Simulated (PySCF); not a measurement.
Bond curve of NaTe⁺

Set-up: Na def2-SVPD, Te def2-SVPD with ECP28; scalar-relativistic core potentials (PySCF 2.14). Energies in eV from Na⁺ + Te in their ground configurations at the same level. State: ³Σ⁻ (triplet), unpaired electrons π ↑↑.

All columns are PBE0. A positive dipole points towards Te; it is taken about the centre of mass and depends on that origin.

```csv
R (Å),E (eV),μ (D),Mulliken charge on Na (basis-dependent),HOMO (eV),LUMO (eV),Mayer bond order,⟨S²⟩
2.719,-0.490,-8.23,0.95,-11.81,-9.02,0.12,2.00
2.845,-0.619,-8.67,0.91,-11.67,-8.89,0.18,2.00
2.971,-0.687,-9.14,0.88,-11.52,-8.77,0.22,2.00
3.066,-0.710,-9.51,0.87,-11.41,-8.67,0.24,2.00
3.161,-0.716,-9.89,0.86,-11.29,-8.58,0.25,2.00
3.256,-0.709,-10.28,0.86,-11.17,-8.49,0.25,2.00
3.382,-0.686,-10.83,0.86,-11.01,-8.37,0.25,2.00
3.540,-0.642,-11.53,0.87,-10.82,-8.22,0.23,2.00
3.730,-0.580,-12.40,0.89,-10.59,-8.05,0.20,2.01
3.983,-0.493,-13.61,0.91,-10.30,-7.83,0.16,2.01
```

A fit through these points gives, at Re = 3.152 Å, μ = -9.85 D and dμ/dR = -4.07 D/Å; the reduced mass is 19.53 u.

Task: How strong is the fundamental in the double-harmonic approximation, I = 42.26·(dμ/dR)²/μred km/mol?

Result: I = 42.26·(-4.07)²/19.53 = 35.8 km/mol at PBE0.

These are scalar-relativistic numbers at best; spin–orbit coupling would shift them, the dissociation energy most. For an ion De counts to the pair picked by the measured ionisation energies or electron affinities, which need not be the lowest pair at this level. The state is the lowest determinant that a PBE0 search found; another state may lie lower at other levels.
